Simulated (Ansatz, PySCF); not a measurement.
Br2Sb, charge +1, singlet, geometry from GFN2-xTB (all electrons, no relativity). Base run: HF/STO-3G run with PySCF.

Geometry (Å):
```xyz
3

Sb     0.8002     0.4365     0.2518
Br    -0.9511     1.0550    -1.3940
Br    -0.2150    -1.6911     1.0270
```
Charge +1, spin multiplicity 1.
All else is at PySCF's defaults.

The same geometry, method and basis name were run in Ansatz (a quantum-chemistry and plane-wave program) and PySCF, at each program's defaults and at the settings that a row names. The base is PySCF at its defaults. Differences at the defaults can come from grids, fitting, cores and function types together.

```
code and settings                                             ΔE vs base (mEh)  basis functions        E (Eh)
------------------------------------------------------------  ----------------  ---------------  ------------
PySCF, defaults (exact integrals, spherical functions)                   0.000               63  -11340.55977
Ansatz, defaults (factorised integrals, spherical functions)             0.004               63  -11340.55976
Ansatz, high accuracy                                                    0.000               63  -11340.55977
```
